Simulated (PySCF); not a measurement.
**SiCl₃: double against triple zeta**

Base calculation in PySCF with density fitting and no spin–orbit coupling, PBE0/def2-SVP (no relativity): doublet, C3v, Si–Cl 2.060 Å (×3); Cl–Si–Cl 109.2° (×3); wavenumbers 162 (×2), 236, 480, 601 (×2) cm⁻¹; dipole moment 0.75 D, polar-tensor charge of Si 1.53 e, atomisation energy (no zero-point energy) 1129 kJ/mol.

**Question.** What changes on going to PBE0/def2-TZVP (no relativity)?

**Answer.** The point group stays the same. Changes: mean bond to Si -0.017 Å, smallest bond angle +0.3 degrees, highest wavenumber -10 cm⁻¹, lowest wavenumber +1 cm⁻¹, dipole moment -0.21 D, polar-tensor charge of Si -0.04 e, atomisation energy (no zero-point energy) +28 kJ/mol. The new structure has Si–Cl 2.043 Å (×3); Cl–Si–Cl 109.5° (×3), with wavenumbers 163 (×2), 240, 475, 591 (×2) cm⁻¹. The larger basis shortens the bonds, as added polarisation functions usually do.

Each species is the lowest minimum found with this bonding; other isomers or fragments can lie lower.
